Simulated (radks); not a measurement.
Results of a calculation; reference values are marked as such.
Valence configurations of Eu3+ (all share [Xe]). Level of theory: Dirac Kohn-Sham, BLYP, spin-unpolarised, spherical densities, point nucleus; open shells fill j = l - 1/2 first (a radial shooting solver on a logarithmic mesh with Libxc functionals). Energies are relative to 4f6; eigenvalues in eV.

| valence | E (eV) | e(4f5/2) | e(5d3/2) | e(6p1/2) | e(6s1/2) |
|---|---|---|---|---|---|
| 4f6 | 0.000 | -33.059 | - | - | - |
| 4f5.5 6p0.5 | 8.587 | -38.458 | - | -19.119 | - |
| 4f5 5d1 | 10.830 | -40.070 | -26.559 | - | - |
| 4f5 6s1 | 14.405 | -43.261 | - | - | -24.695 |
| 4f5 6p1 | 19.405 | -44.165 | - | -20.179 | - |
| 4f4 5d2 | 27.257 | -47.785 | -28.334 | - | - |
| 4f4 5d1 6p1 | 37.073 | -52.025 | -31.309 | -20.752 | - |
| 4f4 6s2 | 37.534 | -54.606 | - | - | -26.730 |
| 4f4 6s1 6p1 | 42.938 | -55.485 | - | -21.769 | -27.199 |

NIST lists [Xe] 4f6 as the ground configuration; this level of theory agrees among the configurations tried. The energies are those of spherical spin-averaged densities, not of single terms.
